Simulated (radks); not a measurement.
Neutral vanadium, 23 electrons, occupied as [Ar] 3d3 4s2. Calculated with a radial shooting solver on a logarithmic mesh with Libxc functionals: Dirac Kohn-Sham, PW91, spin-unpolarised, spherical densities, finite nucleus; open shells are shared between the two j in proportion to 2j + 1; Fermi nuclear charge, rms radius 3.6002 fm.

Spin-orbit splittings of the eigenvalues, e(l+1/2) - e(l-1/2), with zeta = 2 splitting/(2l+1) and mean radii in bohr:

\begin{tabular}{lrrrrr}
shell & occ. & splitting (eV) & zeta (eV) & <r> j=l-1/2 & <r> j=l+1/2 \\ \hline
2p & 6 & 7.106 & 4.738 & 0.2722 & 0.2749 \\
3p & 6 & 0.8346 & 0.5564 & 1.011 & 1.019 \\
3d & 3 & 0.06587 & 0.02635 & 1.443 & 1.450 \\
4p & 0 & 0.03103 & 0.02069 & 4.720 & 4.761 \\
\end{tabular}
